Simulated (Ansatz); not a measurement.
`F[CH]([GeH3])CCl` → 2 C• + Cl• + F• + Ge• + 6 H•  (atomization)

Program: Ansatz. Geometries: PBE0-D4/def2-TZVP. ΔE: electronic, gas phase. CCSD(T)/CBS is the MP2 limit (def2-TZVPP, def2-QZVPP) plus CCSD(T) − MP2 in def2-TZVPP, frozen cores. This one scheme is used for every species, atoms too. DFT in def2-TZVPP. B3LYP here is the variant with VWN-RPA as its local correlation; programs differ in this. No spin–orbit coupling; open shells (•) take unrestricted orbitals. Spin–orbit coupling would lower the free atoms: a little for C, Cl, F; clearly for Ge. For Ge outer-core shells are correlated without core-valence functions, so the limit isn't a true one: a few kJ/mol of doubt a bond, and 10 to 20 or more in all where bonds break to atoms. Scalar relativity is left out up to krypton. One conformer a species, not always the lowest.

```
             level  ΔE (kJ/mol)  difference from CCSD(T)/CBS
            PBE-D4       3719.4                         56.8
         r2SCAN-D4       3668.3                          5.7
           PBE0-D4       3658.8                         -3.8
          B3LYP-D4       3634.9                        -27.7
           ωB97X-V       3672.3                          9.7
           ωB97M-V       3654.4                         -8.2
            B2PLYP       3601.9                        -60.7
               PBE       3696.3                         33.7
            r2SCAN       3662.6                          0.0
              PBE0       3639.2                        -23.4
             B3LYP       3597.5                        -65.1
     HF/def2-TZVPP       2640.4                      -1022.2
    MP2/def2-TZVPP       3622.3                        -40.3
SCS-MP2/def2-TZVPP       3599.0                        -63.6
   CCSD/def2-TZVPP       3522.3                       -140.3
CCSD(T)/def2-TZVPP       3578.1                        -84.5
     HF/def2-QZVPP       2642.4                      -1020.2
    MP2/def2-QZVPP       3671.5                          8.9
SCS-MP2/def2-QZVPP       3654.6                         -8.0
      HF/CBS(def2)       2642.8                      -1019.8
     MP2/CBS(def2)       3706.8                         44.2
    CCSD/CBS(def2)       3606.8                        -55.8
       CCSD(T)/CBS       3662.6                            0
```

Largest T1 diagnostic among the species: 0.011.

From PBE to PBE0 (25 % exact exchange), in def2-TZVPP and without D4, ΔE moves by −57.1 kJ/mol: exact exchange takes away binding that semilocal exchange gives to molecules. The D4 term adds +37.4 kJ/mol with B3LYP and +19.6 kJ/mol with PBE0; it sums over pairs of atoms, weighted by their polarisabilities, and B3LYP, whose exchange is more repulsive, gets the larger term.

For atomizations the MP2-based limit and the directly extrapolated one differ by several kJ/mol either way, and by 10 to 25 for some Ge, Se and Sn compounds, so smaller differences from it don't rank the levels.
